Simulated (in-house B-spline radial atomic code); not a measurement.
The numbers below are computed, except where a source is named.
# He ion on Cu atom: potential, deflection and energy transfer

The pair potential comes from two frozen, spherical free-atom densities (PBE, B-spline radial code, scalar-relativistic past argon): electrostatics plus the change in Thomas-Fermi kinetic and Dirac exchange energy where they overlap, the recipe behind the universal ZBL potential, which averages such potentials (from solid-state densities) over many pairs. It is written V = (Z1 Z2 e²/r) φ(r/a), with e² = 14.3996 eV·Å and a = 0.46850 Å/(Z1^0.23 + Z2^0.23); ZBL's fit is φ = 0.18175 e^(−3.1998x) + 0.50986 e^(−0.94229x) + 0.28022 e^(−0.4029x) + 0.02817 e^(−0.20162x). Where φ falls below 4e-4 it is continued as an exponential.

Masses 4.0 and 63.55 u.

```csv
x = r/a,"φ, this pair","φ, ZBL"
0.1,0.8861,0.8928
0.25,0.7639,0.7647
0.5,0.6148,0.6096
1,0.4299,0.4164
1.5,0.3158,0.2995
2,0.2327,0.2218
3,0.1334,0.1292
4,0.08354,0.08026
5,0.05415,0.05224
6.5,0.02832,0.02914
8,0.01478,0.01705
10,0.006337,0.008778
12,0.002818,0.00474
14.5,0.001055,0.002328
```

At x = 4 the electrostatic, kinetic and exchange parts are -28.09, 173.4 and -20.87 eV. Find r, V and φ.

a = 0.46850/(1.1728 + 2.1695) = 0.14017 Å, so r = 0.56069 Å. V = -28.09 + 173.4 + (-20.87) = 124.44 eV. The bare repulsion is 2 × 29 × 14.3996/0.56069 = 1489.5 eV, so φ = 0.0835, +4.1 % against ZBL's 0.0803. The kinetic (Pauli) term is 139 % of V here, as the other two terms together attract.

The ion comes in at 6.333 keV with impact parameter 0.2803 Å. The scattering integral gives a centre-of-mass angle of 10.41° and a closest approach of 2.112 a. What are the reduced energy, the energy passed on and the laboratory angles?

ε = E a M2/(Z1 Z2 e² (M1 + M2)) = 6333 × 1.5790e-04 = 1. The most that one collision can pass on is γE with γ = 4 M1 M2/(M1 + M2)² = 0.2228. Here T = γE sin²(θ/2) = 0.2228 × 6333 × 0.008223 = 11.6 eV. The ion turns by arctan(sin θ/(cos θ + M1/M2)) = 9.8°, and the struck atom leaves at (180° − θ)/2 = 84.8°. The closest approach is 0.296 Å. With ZBL the angle would be 9.88° and T = 10.46 eV.
